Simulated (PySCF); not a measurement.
C5H7Cl, SMILES C#C[C@@H](C)CCl.

Coordinates come from a B3LYP-D3(BJ)/def2-SVP optimisation. The structure was generated by enumeration; whether it is a known compound was not checked. Other conformers were not sampled.

The numbers are results of PBE/def2-TZVP (PySCF), not measurements.

Gas-phase values at a fixed geometry.

| Quantity | Result |
|---|---|
| total energy | -654.50624 hartree |
| highest occupied level | -6.75 eV |
| lowest empty level | -0.87 eV |
| orbital gap | 5.88 eV |
| dipole moment | 1.30 D |
| quadrupole, principal values (traceless, Buckingham form, about the centre of nuclear charge) | -3.13, -0.49, 3.62 D·Å |
| mean static polarisability | 72.6 bohr³ (10.75 Å³) |
| polarisability, principal values | 53.7, 62.7, 101.3 bohr³ |
